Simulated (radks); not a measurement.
Results of a calculation; reference values are marked as such.
Problem. Coherent X-ray form factor from a spherical all-electron density. Level of theory: Dirac Kohn-Sham, PBEsol, spin-unpolarised, spherical densities, finite nucleus; Fermi nuclear charge, rms radius of each element as measured or else 0.836 A^(1/3) + 0.57 fm (a radial shooting solver on a logarithmic mesh with Libxc functionals).

sin(theta)/lambda (1/angstrom),f0 (electrons)
0.05,51.327
0.1,49.468
0.15,46.816
0.2,43.823
0.25,40.843
0.3,38.069
0.4,33.298
0.5,29.362
0.6,26.046
0.8,21.077
1,17.905
1.25,15.170
1.5,12.828
2,8.884

The species is in the configuration that NIST lists as its ground one. Which atom or ion scatters so?

Solution. The caesium ion Cs3+, [Kr] 4d10 5s2 5p4. Extrapolating in s^2 from the first two rows gives f0(0) = 51.9, near the electron count 52; among species with that count, the fall with angle is slower the higher Z, and the table is that of Z = 55; from so few rows the species is fixed only to a neighbour or two.
